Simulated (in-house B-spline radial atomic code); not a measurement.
Computed with a B-spline radial atomic code. Model: two electrons, singlet ground state, non-relativistic, full CI in B-splines with partial waves to l = 8 (at full coupling up to 3e-4 hartree above the limit, correlation up to 0.6 % small), density held at that of full coupling by Lieb maximisation.

W(λ) is the mean repulsion in the state of coupling λ less the Hartree energy of the fixed density. Its start is exact exchange, its initial slope is twice the second-order Görling-Levy correlation energy, and its area from 0 to 1 is E_xc. A straight curve means weak, dynamic correlation, and a curve that drops fast and flattens means strong correlation.

Command:
```bash
python run_ac.py task.json out
```
Settings (lengths in bohr, energies in hartree):
```
potential              gauss
strength               23.3
lmax                   8
second                 10.1
```

Time taken, with all properties: 80 s on 1 thread of Intel(R) Xeon(R) Processor @ 2.30GHz, on a shared host.

**W = mean repulsion less Hartree energy, and W of three functionals.**

Given: confinement Gaussian well; well depth 23.3 hartree; well width 10.1 bohr; external potential -V exp(-r^2/w^2).

Computed: PBE exchange minus exact 25.613 millihartree; SCAN exchange minus exact 1.4734 millihartree.

```json
{"coupling": "0", "W xc (hartree)": "-0.59971", "W xc minus exchange (millihartree)": "0", "kinetic minus Kohn-Sham (millihartree)": "0", "LDA (PW92) W minus its exchange (millihartree)": "0", "PBE W minus its exchange (millihartree)": "0", "SCAN W minus its exchange (millihartree)": "0"}
{"coupling": "0.02", "W xc (hartree)": "-0.60171", "W xc minus exchange (millihartree)": "-1.997", "kinetic minus Kohn-Sham (millihartree)": "0.02", "LDA (PW92) W minus its exchange (millihartree)": "-10.76", "PBE W minus its exchange (millihartree)": "-3.29", "SCAN W minus its exchange (millihartree)": "-1.89"}
{"coupling": "0.05", "W xc (hartree)": "-0.60464", "W xc minus exchange (millihartree)": "-4.933", "kinetic minus Kohn-Sham (millihartree)": "0.12", "LDA (PW92) W minus its exchange (millihartree)": "-21.58", "PBE W minus its exchange (millihartree)": "-7.9", "SCAN W minus its exchange (millihartree)": "-4.63"}
{"coupling": "0.12", "W xc (hartree)": "?", "W xc minus exchange (millihartree)": "?", "kinetic minus Kohn-Sham (millihartree)": "?", "LDA (PW92) W minus its exchange (millihartree)": "?", "PBE W minus its exchange (millihartree)": "?", "SCAN W minus its exchange (millihartree)": "?"}
{"coupling": "0.25", "W xc (hartree)": "?", "W xc minus exchange (millihartree)": "?", "kinetic minus Kohn-Sham (millihartree)": "?", "LDA (PW92) W minus its exchange (millihartree)": "?", "PBE W minus its exchange (millihartree)": "?", "SCAN W minus its exchange (millihartree)": "?"}
{"coupling": "0.4", "W xc (hartree)": "-0.6343", "W xc minus exchange (millihartree)": "-34.594", "kinetic minus Kohn-Sham (millihartree)": "6.56", "LDA (PW92) W minus its exchange (millihartree)": "-87.17", "PBE W minus its exchange (millihartree)": "-48.02", "SCAN W minus its exchange (millihartree)": "-31.79"}
{"coupling": "0.6", "W xc (hartree)": "-0.64808", "W xc minus exchange (millihartree)": "-48.373", "kinetic minus Kohn-Sham (millihartree)": "13.42", "LDA (PW92) W minus its exchange (millihartree)": "-109.97", "PBE W minus its exchange (millihartree)": "-64.91", "SCAN W minus its exchange (millihartree)": "-44.53"}
{"coupling": "0.8", "W xc (hartree)": "-0.66005", "W xc minus exchange (millihartree)": "-60.338", "kinetic minus Kohn-Sham (millihartree)": "21.77", "LDA (PW92) W minus its exchange (millihartree)": "-128.34", "PBE W minus its exchange (millihartree)": "-79.24", "SCAN W minus its exchange (millihartree)": "-55.79"}
{"coupling": "1", "W xc (hartree)": "-0.67051", "W xc minus exchange (millihartree)": "-70.798", "kinetic minus Kohn-Sham (millihartree)": "31.16", "LDA (PW92) W minus its exchange (millihartree)": "-143.74", "PBE W minus its exchange (millihartree)": "-91.68", "SCAN W minus its exchange (millihartree)": "-65.83"}
{"coupling": "1.4", "W xc (hartree)": "-0.68787", "W xc minus exchange (millihartree)": "-88.158", "kinetic minus Kohn-Sham (millihartree)": "51.85", "LDA (PW92) W minus its exchange (millihartree)": "-168.56", "PBE W minus its exchange (millihartree)": "-112.39", "SCAN W minus its exchange (millihartree)": "-83.02"}
{"coupling": "2", "W xc (hartree)": "-0.70752", "W xc minus exchange (millihartree)": "-107.81", "kinetic minus Kohn-Sham (millihartree)": "84.95", "LDA (PW92) W minus its exchange (millihartree)": "-196.35", "PBE W minus its exchange (millihartree)": "-136.38", "SCAN W minus its exchange (millihartree)": "-103.4"}
{"coupling": "3", "W xc (hartree)": "-0.72994", "W xc minus exchange (millihartree)": "-130.23", "kinetic minus Kohn-Sham (millihartree)": "140.18", "LDA (PW92) W minus its exchange (millihartree)": "-228.63", "PBE W minus its exchange (millihartree)": "-165.08", "SCAN W minus its exchange (millihartree)": "-127.95"}
{"coupling": "4.5", "W xc (hartree)": "-0.75095", "W xc minus exchange (millihartree)": "-151.24", "kinetic minus Kohn-Sham (millihartree)": "217.66", "LDA (PW92) W minus its exchange (millihartree)": "-260.37", "PBE W minus its exchange (millihartree)": "-193.96", "SCAN W minus its exchange (millihartree)": "-152"}
{"coupling": "7", "W xc (hartree)": "-0.77122", "W xc minus exchange (millihartree)": "-171.51", "kinetic minus Kohn-Sham (millihartree)": "331.74", "LDA (PW92) W minus its exchange (millihartree)": "-293.09", "PBE W minus its exchange (millihartree)": "-224.23", "SCAN W minus its exchange (millihartree)": "-175.3"}
{"coupling": "10", "W xc (hartree)": "-0.7854", "W xc minus exchange (millihartree)": "-185.69", "kinetic minus Kohn-Sham (millihartree)": "450.46", "LDA (PW92) W minus its exchange (millihartree)": "-317.5", "PBE W minus its exchange (millihartree)": "-247.08", "SCAN W minus its exchange (millihartree)": "-190.72"}
```

Problem. What belongs in the row 0.12?

Solution. W xc (hartree): -0.61123; W xc minus exchange (millihartree): -11.521; kinetic minus Kohn-Sham (millihartree): 0.68; LDA (PW92) W minus its exchange (millihartree): -40.26; PBE W minus its exchange (millihartree): -17.6; SCAN W minus its exchange (millihartree): -10.69.

Problem. What belongs in the row 0.25?

Solution. W xc (hartree): -0.62256; W xc minus exchange (millihartree): -22.845; kinetic minus Kohn-Sham (millihartree): 2.76; LDA (PW92) W minus its exchange (millihartree): -65.35; PBE W minus its exchange (millihartree): -33.02; SCAN W minus its exchange (millihartree): -21.04.

Problem. What is the LDA exchange minus exact?

Solution. 86.528 millihartree.

**Energy parts, natural occupations and partial-wave weights.**

Computed: total energy -44.0064 hartree; exchange energy -0.59971 hartree; kinetic part of the DFT correlation energy 0.03116 hartree; initial slope twice GL2 -0.10062 hartree; kinetic part over minus potential part 0.44013; Hartree energy 1.1994 hartree; Kohn-Sham kinetic 0.85688 hartree.

```json
{"natural": "s", "occupation of the shell (electrons)": "1.9597"}
{"natural": "p", "occupation of the shell (electrons)": "0.036764"}
{"natural": "s", "occupation of the shell (electrons)": "?"}
{"natural": "d", "occupation of the shell (electrons)": "0.0010021"}
{"natural": "p", "occupation of the shell (electrons)": "0.00022085"}
{"natural": "f", "occupation of the shell (electrons)": "0.00011762"}
```

Problem. What belongs in the row s?

Solution. occupation of the shell (electrons): 0.0020168.

```
wave      weight
   s     0.98089
   p    0.018498
   d           ?
   f  6.4699e-05
   g  1.4171e-05
```

Problem. What belongs in the row d?

Solution. weight: 0.00052283.

Problem. What is the correlation energy?

Solution. -0.039638 hartree.

Problem. What is the Lieb Oxford ratio E_xc over LDA exchange?

Solution. 1.2458.

Half-way to full coupling W has made 59 % of its drop, against 50 % for a straight line, and second-order (GL2) theory, half the initial slope, overshoots the correlation energy by about 27 %: a moderate bend, as in light atoms. Over couplings 0 to 1 the errors in E_xc come to about +34 millihartree for LDA, +12 millihartree for PBE, +4.5 millihartree for SCAN, so SCAN is nearest. In LDA and PBE the errors of exchange and correlation have opposite signs, so the sum is smaller than the larger of the two.
